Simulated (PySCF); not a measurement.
Structure problem from calculated spectra and properties.

Elements present: B, C, F, H and O. Monoisotopic mass: 196.0519 u.

- NMR, other nuclei: isotropic shieldings of nuclei other than C and H, by class: 101 (1 B), 50 (1 O), 90 (1 O), 265 (1 O), 236 (3 F) ppm [GIAO KT2/pcSseg-1]
- 1H NMR: chemical shifts (computed TMS as zero) by class: 7.38 (1 H), 3.69 (3 H), 3.62 (2 H), 3.05 (2 H) ppm [GIAO KT2/pcSseg-1]
- 13C NMR: chemical shifts (computed TMS as zero) by class: 167.6 (1 C), 156.3 (1 C), 140.2 (1 C), 129.2 (1 C), 56.9 (1 C), 39.9 (1 C) ppm [GIAO KT2/pcSseg-1]
- Triplet: lowest triplet excitation (Tamm–Dancoff): 2.12 eV [TDA B3LYP/def2-SVPD]
- Couplings: largest of the computed one-bond spin–spin couplings (means over like bonds): 19F–13C -346.0 (×3), 13C–1H +190.2, 13C–1H +149.3 (×3), 13C–1H +141.2 (×2), 11B–1H +138.6 (×2), 17O–11B +10.5, 17O–11B +9.5 Hz [B3LYP/pcJ-1, spin–dipole term left out for some pairs]
- UV, strongest line: among the 10 lowest singlet transitions: S8 at 6.51 eV (190 nm, f = 0.092) [TDDFT B3LYP/def2-SVPD]
- UV, first state: lowest singlet excitation: 3.26 eV (381 nm, f = 0.043) [TDDFT B3LYP/def2-SVPD]
- Polarisability: 101.7 au [B3LYP/def2-SVPD]
- Rotational structure: rotational constants A, B, C: 1.161, 0.646, 0.483 GHz [PBE0-D3(BJ)/def2-SVP]

Electronic properties: PySCF, gas phase, density fitting. Levels stand in brackets. NMR shifts are as computed; neighbouring signals can stand in another order in a measured spectrum. One conformer (not necessarily the lowest) at the PBE0-D3(BJ)/def2-SVP geometry, without solvent, vibrations or thermal averaging. NMR values are class means; diastereotopic atoms form classes of their own.

Q: Which formula fits the mass and the elements?

A: C6H8BF3O3 (calculated 196.0519). No other formula that holds each of these elements comes within 0.0003 u with a fitting electron parity and a possible valence count.

Q: Propose a structure and show how it fits.

A: Numbering: `[CH3:1][O:2][C:3]1=[C:4]([CH2:5][C:6]([F:7])([F:8])[F:9])[O:10][BH2-:11][O+:12]=[CH:13]1`. 6 carbons fall into 6 classes; from least to most shielded: vinylic carbon bearing oxygen [C4] (167.6 ppm), carbon bonded to C, O and H [C13] (156.3 ppm), vinylic carbon bearing oxygen [C3] (140.2 ppm), CF3 carbon [C6] (129.2 ppm), methoxy carbon [C1] (56.9 ppm), allylic carbon [C5] (39.9 ppm). Hydrogen classes from least to most shielded: 1 H on a carbon bonded to C, O and H, C13 (7.38 ppm), 3 H on a methoxy carbon, C1 (3.69 ppm, a mean of values up to 0.8 ppm apart in this geometry), 2 H on a four-coordinate boron, B11 (3.62 ppm), 2 H on an allylic carbon, C5 (3.05 ppm, a mean of values up to 1.0 ppm apart in this geometry). The other shieldings belong to: 101 ppm, four-coordinate boron [B11]; 50 ppm, boron-bound oxygen [O10]; 90 ppm, oxygen bonded to B and C [O12]; 265 ppm, ether oxygen [O2]; 236 ppm, fluorine of a CF3 group [F7/F8/F9]. The couplings run between: -346.0 Hz, fluorine of a CF3 group [F7] and CF3 carbon [C6] (with 2 like pairs); +190.2 Hz, carbon bonded to C, O and H [C13] and its hydrogen; +149.3 Hz, methoxy carbon [C1] and its hydrogen (with 2 like pairs); +141.2 Hz, allylic carbon [C5] and its hydrogen (with 1 like pair); +138.6 Hz, four-coordinate boron [B11] and its hydrogen (with 1 like pair); +10.5 Hz, boron-bound oxygen [O10] and four-coordinate boron [B11]; +9.5 Hz, oxygen bonded to B and C [O12] and four-coordinate boron [B11]. S1 is mainly HOMO→LUMO (weight 0.92); the largest Löwdin shares of the orbital it empties are 0.18 on the ether oxygen, 0.18 on a vinylic carbon bearing oxygen, 0.17 on the oxygen bonded to B and C and 0.13 on the boron-bound oxygen, of the orbital it fills 0.25 on a vinylic carbon bearing oxygen, 0.23 on the carbon bonded to C, O and H, 0.16 on the boron-bound oxygen and 0.14 on the oxygen bonded to B and C. The optimised geometry has point group C1 and is an asymmetric top. Structure: `COC1=C(CC(F)(F)F)O[BH2-][O+]=C1`. The assignments are read from this structure; whether some other isomer fits the data as well wasn't checked.

The values belong to the conformer `[CH3:1][O:2][C:3]1=[C:4]([CH2:5][C:6]([F:7])([F:8])[F:9])[O:10][BH2-:11][O+:12]=[CH:13]1`: C1–O2–C3–C4 -142°, C3–C4–C5–C6 81°, C4–C5–C6–F7 59°.

One-bond C–F couplings are unscaled; at this level they come out some 30 % too large in size.
